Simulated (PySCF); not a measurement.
From computed data to an observable: oscillator strength and radiative lifetime

C4H2BrCl, SMILES C#C/C=C(/Cl)Br.

Geometry: B3LYP-D3(BJ)/def2-SVP. The structure was generated by enumeration; whether it is a known compound was not checked.

TDDFT-PBE/def2-SVPD (PySCF) puts the first singlet state with f over 0.02 at 4.67 eV (vertical), with the transition dipole (-0.455, -1.439, 0.000) in atomic units.

Problem. Find the oscillator strength, the wavelength and the radiative lifetime that this transition would have in vacuum if emission retraced absorption.

Solution. 
|μ|² = 2.2777 au, so |μ| = 3.84 D. ΔE = 4.67/27.211 = 0.1716 hartree. f = (2/3) ΔE |μ|² = 0.261 (the program prints 0.261).
λ = 1239.84/4.67 = 265 nm; ν = 37666 cm⁻¹.
Einstein's coefficient A = 0.6670 ν² f s⁻¹ (ν in cm⁻¹) = 2.5e8 s⁻¹, so τ = 1/A = 4.1 ns. This state is S3; the lower singlets have f = 0.000, 0.000. The figure is the radiative limit of this one transition; relaxation, internal conversion, crossing to triplets and a medium change what is measured.
